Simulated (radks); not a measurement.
The numbers below are computed, except where a source is named.
Numerical settings for neutral xenon, [Xe]. Code: a radial shooting solver on a logarithmic mesh with Libxc functionals. Model: scalar-relativistic Kohn-Sham, SCAN, spin-polarised, spherical densities, finite nucleus; meta-GGA in the generalised Kohn-Sham scheme; Fermi nuclear charge, rms radius 4.7859 fm. The defaults (mesh step 0.008 in ln r, mesh end at 40 bohr or more with all orbitals vanishing there, Anderson mixing 0.5 over 9 steps, residual threshold near 1e-9 with the energy settled to 1e-9 hartree or 1e-11 of itself, here a cap of 50 iterations) give E = -7448.495 hartree and 5p at -8.576 eV in 14 iterations. Times are rough (one thread of a shared host). Changes against that run (0 stands for a change within the tolerance of the run):

setting	iterations	converged	E (mhartree)	e(5p) (meV)	CPU (s)
mesh step in ln r 0.003	17	yes	-0.873	0	0.92
mesh step in ln r 0.08	4	no	diverged	-	0.03
mesh step in ln r 0.03	12	yes	-42.3	+22.6	0.09
mesh end (bohr) 20	14	yes	0	0	0.3
mesh end (bohr) 1	14	level above zero	+3.37e+05	+1.01e+06	0.37
residual threshold 0.01	11	yes	0	-0.133	0.26
residual threshold 0.001	11	yes	0	-0.133	0.26
mixing 0.2	17	yes	0	0	0.36
linear mixing, mixing 1	23	no	diverged	-	0.58
linear mixing, mixing 0.5	28	yes	0	+0.00635	0.52
mixing history 2	17	yes	0	+0.00596	0.35
iteration cap 8	8	no	+0.00129	+1.38	0.19

Settled on a wrong energy, with an occupied level pushed above zero by the early mesh end: mesh end (bohr) 1 (+337 hartree). Apart from these: settings that end as converged yet miss the energy by more than 1 mhartree: mesh step in ln r 0.03 (-0.0423 hartree). A mesh that ends early acts as a hard wall.
